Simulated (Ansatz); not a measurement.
Reaction (ligand exchange at a B–Se bond): `OB(O)[Se]C(F)(F)F` + H₂S → `OB(O)S` + `FC(F)(F)[SeH]`

Isolated molecules relaxed with PBE0-D4/def2-TZVP in Ansatz; ΔE leaves out vibrations. CCSD(T)/CBS adds triple-zeta CCSD(T) − MP2 to the extrapolated MP2 energy (def2 sets, frozen cores). This one scheme is used for every species. Functionals use def2-TZVPP. B3LYP here is the variant with VWN-RPA as its local correlation; programs differ in this. For Se outer-core shells are correlated without core-valence functions, which leaves a few kJ/mol of doubt a bond. Scalar relativity is left out up to krypton. Each species was taken in one conformer, which may not be the lowest.

`OB(O)[Se]C(F)(F)F`:

Z-matrix (Å, degrees):
```
C
F 1 1.349
Se 1 1.955 2 112.8
F 1 1.327 2 107.5 3 -120.5
F 1 1.334 2 106.2 3 124.1
B 3 1.986 1 98.3 2 51.1
O 6 1.352 3 112.7 1 170.4
O 6 1.351 3 126.1 1 -10.4
H 7 0.962 6 112.5 3 176.7
H 8 0.960 6 116.1 3 -5.3
```

H₂S:

Z-matrix (Å, degrees):
```
S
H 1 1.341
H 1 1.341 2 92.3
```

`OB(O)S`:

Cartesian coordinates in Å:
```
O -0.539 1.046 0.250
B -0.062 -0.125 -0.262
O -0.475 -0.526 -1.490
S 1.118 -1.246 0.572
H -0.212 1.276 1.120
H -1.092 0.097 -1.884
H 1.263 -0.522 1.693
```

`FC(F)(F)[SeH]`:

Z-matrix (Å, degrees):
```
C
F 1 1.331
F 1 1.331 2 107.3
F 1 1.331 2 108.2 3 -116.6
Se 1 1.960 2 112.5 3 124.2
H 5 1.468 1 91.8 2 -60.6
```

Is it downhill or uphill in electronic energy at CCSD(T)/CBS, and by how much? (Best estimate.)

The calculation gave: Uphill: ΔE = +5.8 kJ/mol.

What do these levels give: PBE-D4, ωB97X-V, ωB97M-V, B2PLYP, PBE, PBE0, B3LYP, HF/def2-TZVPP, MP2/def2-TZVPP, CCSD(T)/def2-TZVPP, MP2/CBS(def2), CCSD/CBS(def2)? (An estimate is asked.)

The calculation gave: PBE-D4 3.8, ωB97X-V 4.1, ωB97M-V 4.9, B2PLYP 2.3, PBE 0.2, PBE0 -0.2, B3LYP -0.9, HF/def2-TZVPP -3.8, MP2/def2-TZVPP 7.2, CCSD(T)/def2-TZVPP 6.3, MP2/CBS(def2) 6.7, CCSD/CBS(def2) 4.4 kJ/mol.

Largest T1 diagnostic among the species: 0.012.

The D4 term adds +5.6 kJ/mol with B3LYP and +3.3 kJ/mol with PBE0; it sums over pairs of atoms, weighted by their polarisabilities, and B3LYP, whose exchange is more repulsive, gets the larger term. In def2-TZVPP, CCSD(T) changes the Hartree–Fock value by +10.2 kJ/mol (the triples alone add +1.5 kJ/mol) and MP2 by +11.0 kJ/mol.
